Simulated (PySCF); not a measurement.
Species: CH6GeNOP.
Cartesian coordinates in Å at the PBE0-D3(BJ)/def2-SVP level; atoms count from 1:
```xyz
11
CH6GeNOP angstrom
O      1.2774   -1.1753   -1.0389
C      1.8223   -0.4124   -0.2683
N      1.1721    0.5970    0.3549
Ge    -0.6605    0.7853    0.0141
P     -1.7356   -1.1471    0.7014
H      2.9076   -0.4902   -0.0172
H      1.6863    1.1719    1.0127
H     -0.8367    1.1448   -1.4690
H     -1.0684    1.9654    0.9173
H     -1.5055   -1.8153   -0.5362
H     -3.0204   -0.6501    0.3140
```

Method used: PBE0-D3(BJ)/def2-SVP geometry optimisation, gas phase (PySCF 2.14.0).

Masses are those of the commonest isotopes; rigid-rotor values at the optimised geometry. The values belong to one conformer with, in the numbering `[O:1]=[CH:2][NH:3][GeH2:4][PH2:5]`, O1–C2–N3–Ge4 1°, C2–N3–Ge4–P5 61°, N3–Ge4–P5–H -86° and 180°.

Task: What are A, B and C (cm⁻¹)?

Result: Ia = 149.06, Ib = 261.05, Ic = 362.98 u·Å²; 505379 MHz·u·Å²/I gives 3390, 1936 and 1392 MHz, that is A = 0.11309, B = 0.06458, C = 0.04644 cm⁻¹.

Task: What kind of rotor is it?

Result: An asymmetric top: κ = (2 × 1936 − 3390 − 1392)/(3390 − 1392) = -0.46.

Task: What does the inertial defect say?

Result: Not planar: Δ = Ic − Ia − Ib = -47.14 u·Å². For a rigid frame Δ = −2 Σ m c², so Σ m c² = 23.57 u·Å² lies off the ab plane: 6.70 from hydrogen and 16.87 from heavier atoms. The atom farthest from that plane is 1.64 Å away.

Task: Give the other two planar moments, Paa and Pbb, and the rms extents of the mass along the axes.

Result: Paa = Σ m a² = (Ib + Ic − Ia)/2 = 237.48 and Pbb = Σ m b² = (Ia + Ic − Ib)/2 = 125.49 u·Å². With the mass M = 152.94 u, the rms extents √(P/M) along a, b and c are 1.25, 0.91, 0.39 Å.

Task: Predict some low-J microwave lines.

Result: The dipole components are |μa| = 0.02 D, |μb| = 2.61 D, |μc| = 1.37 D. The squared components, which scale the intensities, stand as 0.00 : 1.00 : 0.28 (a : b : c). Some lines, for components of 0.1 D or more:

```
type  branch         J(Ka,Kc)    MHz  lower level (cm⁻¹)
   c       Q  2(1,2) ← 2(0,2)   1037               0.329
   b       Q  1(1,0) ← 1(0,1)   1998               0.111
   b       Q  2(1,1) ← 2(0,2)   2668               0.329
   c       Q  2(2,1) ← 2(1,1)   4363               0.418
   b       Q  2(2,0) ← 2(1,1)   4489               0.418
   c       R  1(1,0) ← 0(0,0)   5326               0.000
   b       Q  2(2,1) ← 2(1,2)   5994               0.363
   b       R  2(1,2) ← 1(0,1)   7567               0.111
   c       R  2(1,1) ← 1(0,1)   9198               0.111
   c       R  2(2,0) ← 1(1,0)  11689               0.178
   b       R  2(2,0) ← 1(1,1)  12233               0.160
```

Task: Estimate the classical rotational partition function at 50 K, 100 K and 200 K.

Result: Point group C1, symmetry number σ = 1; q = (√π/σ)·√((kT/h)³/(ABC)), k/h = 20836.6 MHz/K: 19700 at 50 K, 55800 at 100 K, 158000 at 200 K.

Stationary, but not proved a minimum. Zero-point vibration and centrifugal distortion are left out. Quadrupole hyperfine structure (14N) is left out.
